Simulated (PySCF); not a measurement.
A GIAO shielding run with PySCF 2.14 (density fitting, non-relativistic, gas phase) on SMILES [C@@H](CC#N)(CCl)[SiH2]CCl, C5H9Cl2NSi:

```
$ OMP_NUM_THREADS=1 python probes_run.py task.json out

{"job": {"kind": "nmr", "xc": "PBE0", "basis": "pcSseg-1"}, "charge": 0, "multiplicity": 1}
N      3.133475     1.838416     0.828194
C      2.126512     1.527526     0.384828
C      0.854815     1.110672    -0.148302
C      0.460032    -0.270770     0.397095
C      1.517680    -1.288189    -0.001296
Cl     0.967650    -2.920153     0.436147
Si    -1.264720    -0.876319    -0.194908
C     -2.461466     0.616123    -0.298103
Cl    -2.066269     1.616865    -1.725472
H      0.109854     1.858652     0.130810
H      0.921913     1.090189    -1.239129
H      0.451601    -0.210081     1.490755
H      1.675678    -1.291754    -1.080716
H      2.470267    -1.119480     0.503377
H     -1.837608    -1.794533     0.788972
H     -1.151772    -1.440171    -1.538874
H     -2.429250     1.274641     0.566532
H     -3.487152     0.284685    -0.431961
```

Hardware: 1 thread of an Arm Neoverse N1, shared host. The job also computes population analyses, field gradients.

(1) How large is the calculation?

(2) How long does it take, and how much memory does it need?

## Answers

(1) 94 electrons, 219 basis functions and 1200 auxiliary functions.

(2) 86 s of wall time, with 14 SCF cycles and 5 response iterations; peak memory 1.1 GiB. Times on a shared host scatter by some tens of per cent.
